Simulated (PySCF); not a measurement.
C3H7NOSi, SMILES C#CCN[SiH2]O.

Coordinates come from a PBE0-D3(BJ)/def2-SVP optimisation. This is a generated structure with no PubChem entry under its InChIKey; it may be hypothetical. Other conformers were not sampled.

Two levels are set side by side: PBE/def2-TZVP (PySCF) and CAM-B3LYP/def2-TZVP (PySCF). Same geometry, gas phase. Differences are taken from unrounded values.

| quantity | CAM-B3LYP |
|---|---|
| orbital gap (eV) | 10.17 |
| highest occupied level (eV) | -8.84 |
| lowest empty level (eV) | 1.33 |
| dipole moment (D) | 1.98 |
| mean polarisability (bohr³) | 66.9 |

Question: What does PBE give, and how far is it from CAM-B3LYP? (The exact figures need the calculation; the answer reports its results.)

Answer: 
| quantity | PBE | PBE minus CAM-B3LYP |
|---|---|---|
| orbital gap (eV) | 5.36 | -4.81 |
| highest occupied level (eV) | -6.01 | 2.83 |
| lowest empty level (eV) | -0.65 | -1.98 |
| dipole moment (D) | 1.90 | -0.08 |
| mean polarisability (bohr³) | 70.6 | 3.7 |

Without exact exchange PBE keeps part of each electron's self-repulsion, which lifts occupied levels and narrows the gap. Loosely held outer electrons make PBE densities more polarisable. Differences between two approximate levels are no errors against the true value.

Rough cost on one machine, each run with all the roots and properties that it gave: CAM-B3LYP against PBE within a factor of 2.
